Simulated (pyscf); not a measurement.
Optimised with ωB97X-D3(BJ)/def2-SVP in PySCF.

Estimate by transition-state theory (the high-pressure limit) the rate constant of `[GeH4]` + `[F][Ge][F]` [singlet] -> `[F][GeH]([F])[GeH3]` (singlet surface; Ge–H broken, Ge–Ge, Ge–H formed) at 900 K, with ωB97M-D3(BJ)/def2-TZVP energies (ideal gas, 1 atm, RRHO with modes under 100 cm⁻¹ raised to 100, one conformer, R ln 2 for chiral ones without a mode under 150 cm⁻¹; no tunnelling).

The electronic barrier is 43.8 kcal/mol and the thermal terms add +29.0, so ΔG‡ = 72.8 kcal/mol. With k_BT/h = 1.88e+13 s⁻¹ and RT = 1.788 kcal/mol, and a volume of 1.23e-19 cm³ per molecule at 1 atm, k = 4.8e-24 cm³ molecule⁻¹ s⁻¹. The product is born with the 54 kcal/mol of the reverse barrier and needs collisions to keep. Wigner's tunnelling factor for 538i cm⁻¹ would be 1.03. A shift of 1 kcal/mol in the barrier changes k by a factor 1.7. On the reactant side the descent ends in a complex, 4.4 kcal/mol under the separated species and 41.6 kcal/mol under the saddle at ωB97X-D3(BJ)/def2-TZVP. At ωB97X-D3(BJ)/def2-TZVP the barrier from the zero used here is 37.2 kcal/mol. The same reactants have a lower exit, to F–GeH₃ + F–GeH: [singlet] (highest point, the separated products, at +24.3 kcal/mol at ωB97M-D3(BJ)/def2-TZVP, against +43.8 kcal/mol here). One saddle was located; it need not be the lowest between these sides. Elements up to Kr have no core potential and no relativistic terms here.
